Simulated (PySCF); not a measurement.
Ligands exchanged one at a time, Al CH3-I. All species are isolated molecules in the gas phase. Strings in code marks are SMILES.

These are PBE-D3(BJ)/def2-TZVP // PBE0-D3(BJ)/def2-TZVP run with PySCF values and carry that method's errors. Excitations are Tamm–Dancoff values on a coarser integration grid. The basis has no diffuse functions, so Rydberg states are missing or too high.

| species | S1–T1 gap (TDA) (eV) | S1 excitation (TDA) (eV) |
|---|---|---|
| 0 of 3 CH3 replaced by I (`[CH3][Al]([CH3])[CH3]`) | 0.28 | 5.19 |
| 1 of 3 CH3 replaced by I | 0.12 | 4.51 |
| 2 of 3 CH3 replaced by I (`[CH3][Al]([I])[I]`) | 0.11 | 4.34 |
| 3 of 3 CH3 replaced by I | 0.24 | 4.07 |
